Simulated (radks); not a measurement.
Problem. The krypton ion Kr+, configuration [Ar] 3d10 4s2 4p4 7p1 (not the ground configuration). Calculated with a radial shooting solver on a logarithmic mesh with Libxc functionals: scalar-relativistic Kohn-Sham, PBE, spin-unpolarised, spherical densities, finite nucleus; Fermi nuclear charge, rms radius 4.1884 fm. Some entries of the table are withheld. Estimate them.

orbital  occ.  eigenvalue (eV)  <r> (bohr)  <r^2> (bohr^2)
1s          2        -14182.13     0.04149             (1)
2s          2        -1887.937      0.1835         0.03971
2p          6        -1671.996         (2)         0.03137
3s          2        -287.2338      0.5302          0.3231
3p          6        -218.4525         (3)             (4)
3d         10        -104.6274      0.5546          0.3787
4s          2         -43.9020       1.502           2.561
4p          4         -28.8148       1.740           3.471
7p          1          -2.1080         (5)           275.5

Solution. 
(1) 1s <r^2> (bohr^2): 0.002318
(2) 2p <r> (bohr): 0.1601
(3) 3p <r> (bohr): 0.5403
(4) 3p <r^2> (bohr^2): 0.3415
(5) 7p <r> (bohr): 15.75
